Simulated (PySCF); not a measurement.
Stationary points of AsH₅

These are results of PBE0 in PySCF with As def2-TZVP, H def2-TZVP; no relativity; density-fitted integrals, not measurements.

Relaxations began from a few typed shapes. The search is not exhaustive: other isomers or separated fragments can lie lower, and high-lying points may rest on an excited occupation.

Task: Which is the lowest minimum found?
A. singlet D3h: As–H 1.529 Å (×3), As–H 1.604 Å (×2); H–As–H 90.0° (×6), H–As–H 120.0° (×3), H–As–H 180.0°
B. singlet C4v: As–H 1.497 Å, As–H 1.576 Å (×4); H–As–H 88.1° (×4), H–As–H 100.4° (×4), H–As–H 159.2° (×2)

Result: A. The others lie at 7.7 (singlet C4v, a saddle point) kJ/mol above it.

Counting electrons, arsenic keeps none of its valence electrons outside its bonds, so the VSEPR class is AX5 and the expected shape is trigonal bipyramidal (D3h), as computed.
